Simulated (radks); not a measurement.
Spherical quantum dot in the effective-mass picture: electrons in a hard-walled sphere of radius 7.49, with a point charge +1 (a donor) at the centre, all in effective atomic units (hartree* = m*/eps^2 hartree, bohr* = eps/m* bohr), one dielectric constant everywhere. Calculated with a radial shooting solver with Libxc functionals: non-relativistic Kohn-Sham, PBE, spin-polarised, spherical densities. Levels are named by radial order and angular momentum (1s, 1p, 1d, 2s, ...), and open shells are averaged over m.

N = 13, configuration 1s2 1p6 1d(up 4, down 0) 2s(up 1, down 0). This is the lowest configuration that the search found. Occupied levels:

level,occupation,eigenvalue (hartree*),<r> (bohr*)
1s up,1,1.9888,4.378
1s down,1,2.0311,4.967
1p up,3,2.0476,5.308
1p down,3,2.0797,5.263
2s up,1,2.1016,2.540
1d up,4,2.1257,5.460

Energy (hartree*): total 12.7022, kinetic 3.6749, external -3.3591, Hartree 15.108, exchange-correlation -2.7219.
